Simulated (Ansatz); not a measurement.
Species: C10H9ClSi, SMILES `[SiH3]c1c(Cl)ccc2ccccc12` (charge 0, multiplicity 1), formula C10H9ClSi.

**Question.** How many basis functions does Ansatz (a first-principles code) with frozen-core CCSD(T)/cc-pVDZ // PBE0-D4/def2-SVP use, how many core orbitals are frozen, and how many electrons are correlated?

**Answer.** 221 basis functions and 20 frozen orbitals, which leaves 60 correlated electrons. Core time is of the order of minutes.
